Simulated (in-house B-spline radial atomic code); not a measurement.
**LDA VWN5 excitations of Ar6+**

Method: LDA VWN5. Computed with an all-electron radial atomic-structure program (B-spline basis): linear response of the closed shell [Ne] 3s2 with the functional's adiabatic kernel; scalar-relativistic (spin-free one-electron X2C), finite nucleus, no spin-orbit coupling, no double excitations, S, P, D and F terms only.

Command:
```bash
python run_td.py task.json out
```
Settings (radii: box in bohr, nucleus in fm):
```
Z                        18
electrons                12
configuration            [Ne] 3s2
hamiltonian              x2c
method                   lda,vwn
box_radius               14.35
rms_radius               3.4274
intervals                71
```

Run time, properties included: 0.2 s on 1 thread of Intel(R) Xeon(R) 6975P-C (Granite Rapids), with other jobs on the host.

The lowest states, in the order of their Tamm-Dancoff energies; the method's threshold (minus the highest occupied level) is 116.17 eV. Labels give the largest channel, * marks a mixed state, and oscillator strengths are full-response dipole values. Semilocal kernels can invert the small singlet-triplet splittings of Rydberg terms. Energies in eV:

```json
{"state": "3s → 3p 3P", "full response": "14.102", "Tamm-Dancoff": "14.314", "oscillator strength": "-"}
{"state": "3s → 3p 1P", "full response": "21.375", "Tamm-Dancoff": "22.208", "oscillator strength": "1.15"}
{"state": "3s → 3d 3D", "full response": "?", "Tamm-Dancoff": "?", "oscillator strength": "-"}
{"state": "3s → 3d 1D", "full response": "41.34", "Tamm-Dancoff": "41.36", "oscillator strength": "-"}
{"state": "3s → 4s 3S", "full response": "63.51", "Tamm-Dancoff": "63.52", "oscillator strength": "-"}
{"state": "3s → 4s 1S", "full response": "64.80", "Tamm-Dancoff": "64.84", "oscillator strength": "-"}
{"state": "3s → 4p 3P", "full response": "69.48", "Tamm-Dancoff": "69.49", "oscillator strength": "-"}
{"state": "3s → 4p 1P", "full response": "69.79", "Tamm-Dancoff": "69.82", "oscillator strength": "0.199"}
{"state": "3s → 4d 3D", "full response": "77.79", "Tamm-Dancoff": "77.80", "oscillator strength": "-"}
{"state": "3s → 4d 1D", "full response": "77.80", "Tamm-Dancoff": "77.80", "oscillator strength": "-"}
{"state": "3s → 4f 3F", "full response": "80.66", "Tamm-Dancoff": "80.67", "oscillator strength": "-"}
{"state": "3s → 4f 1F", "full response": "?", "Tamm-Dancoff": "?", "oscillator strength": "-"}
{"state": "3s → 5s 3S", "full response": "86.86", "Tamm-Dancoff": "86.86", "oscillator strength": "-"}
{"state": "3s → 5s 1S", "full response": "87.24", "Tamm-Dancoff": "87.26", "oscillator strength": "-"}
{"state": "3s → 5p 3P", "full response": "89.45", "Tamm-Dancoff": "89.45", "oscillator strength": "-"}
{"state": "3s → 5p 1P", "full response": "89.55", "Tamm-Dancoff": "89.56", "oscillator strength": "0.0689"}
```

**Question.** Where does 3s → 3d 3D lie?

**Answer.** At 38.37 eV in full response, 38.45 eV in Tamm-Dancoff.

**Question.** Where does 3s → 4f 1F lie?

**Answer.** At 80.70 eV in full response, 80.71 eV in Tamm-Dancoff.

**Question.** How large is the singlet-triplet splitting of 3s → 3p (P terms) in Tamm-Dancoff?

**Answer.** 7.89 eV, from the unrounded values.

**Question.** What polarisabilities and dispersion coefficient does the method give?

**Answer.** Dipole 1.958 bohr³, quadrupole 1.72 bohr⁵, C6 2.435 hartree·bohr⁶ for two such species.
